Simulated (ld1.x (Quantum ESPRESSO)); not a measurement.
## In (Z = 49), TM: configuration errors across variants

* Element: indium
* Generator: ld1.x (Quantum ESPRESSO) 7.5
* Type: norm-conserving Troullier–Martins (Kleinman–Bylander form)
* Functional: PBE
* Relativity: scalar-relativistic
* Frozen core: [Kr] 4d10
* Valence charge: 3
* Reference configuration: 5s2 5p1
* Partial waves: 5s (bound): rc 2.25 bohr; 5p (bound): rc 2.90 bohr
* Local potential: all-electron potential smoothed inside 1.85 bohr (lloc = -2)
* Core correction: a·sin(br)/r model core inside 1.85 bohr

All-electron excitation energies from the reference (eV): (1) 5s2 5p0 5.363; (2) 5s1 5p0 24.598; (3) 5s2 5p0.5 1.940; (4) 5s1 5p1 11.956; (5) 5s2 5p1.3 -0.532; (6) 5s1 5p2 5.841; (7) 5s0 5p3 11.947.

A true bound ghost makes a file unfit for plane-wave use even where its test errors are small: the radial tests pick states by their node count and pass the ghost by.

Errors AE − PS in meV (a dash: test not solved or not reliable):

```csv
change,(1),(2),(3),(4),(5),(6),(7),bound ghosts
base,-15,-204,-2.5,-55,-0.2,-19,-75,none
"all radii but the core radius scaled by about 0.75 (s 1.70, p 2.18 bohr); local potential all-electron potential smoothed inside 1.40 bohr (lloc = -2)",-19,-240,-3.0,-64,-0.2,-24,-79,"s, d"
"all radii but the core radius scaled by about 0.87 (s 1.96, p 2.52 bohr); local potential all-electron potential smoothed inside 1.62 bohr (lloc = -2)",-13,-187,-2.3,-53,-0.1,-20,-81,none
"all radii but the core radius scaled by about 1.15 (s 2.58, p 3.32 bohr); local potential all-electron potential smoothed inside 2.12 bohr (lloc = -2)",-16,-221,-2.6,-56,-0.2,-19,-72,none
"all radii but the core radius scaled by about 1.25 (s 2.80, p 3.62 bohr); local potential all-electron potential smoothed inside 2.30 bohr (lloc = -2)",-18,-235,-2.8,-59,-0.2,-21,-82,none
"all radii but the core radius scaled by about 1.34 (s 3.02, p 3.90 bohr); local potential all-electron potential smoothed inside 2.48 bohr (lloc = -2)",-19,-256,-2.9,-65,-0.2,-26,-104,none
```

(1) Give the same row for: all radii but the core radius scaled by about 1.04 (s 2.34, p 3.00 bohr); local potential all-electron potential smoothed inside 1.92 bohr (lloc = -2).

## Answers

(1) -15, -208, -2.5, -55, -0.2, -19, -72; bound ghosts: none.
